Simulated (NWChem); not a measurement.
# C2F4O; SMILES FC1(F)OC1(F)F

```xyz
7

F     -1.0913     1.4437    -0.2603
C      0.0000     0.7256    -0.0065
F      1.0913     1.4437    -0.2603
O      0.0000     0.0000     1.1978
C      0.0000    -0.7256    -0.0065
F      1.0913    -1.4437    -0.2603
F     -1.0913    -1.4437    -0.2603
```
Atoms are numbered in this order, from 1.

Level: B3LYP/6-31G* (spherical d) (NWChem), optimised geometry, unscaled harmonic frequencies. 

| frequency (cm⁻¹) | IR intensity (km/mol) |
|---|---|
| 177 | 2.5 |
| 225 | 0.0 |
| 315 | 0.0 |
| 495 | 4.1 |
| 509 | 0.0 |
| 518 | 0.5 |
| 551 | 4.7 |
| 692 | 37.7 |
| 767 | 3.4 |
| 796 | 11.3 |
| 1140 | 482.6 |
| 1191 | 181.7 |
| 1282 | 0.0 |
| 1309 | 471.8 |
| 1633 | 57.3 |

```json
{
  "zero_point_energy": "16.6 kcal/mol",
  "thermal correction to the enthalpy at 298.15 K (with zero-point energy)": "20.6 kcal/mol",
  "heat capacity Cv": "19.1 cal/(mol K)",
  "entropy at 298.15 K and 1 atm (symmetry number 2)": "74.9 cal/(mol K)",
  "dipole_moment": "0.71 D"
}
```

Rigid rotor and harmonic oscillator.
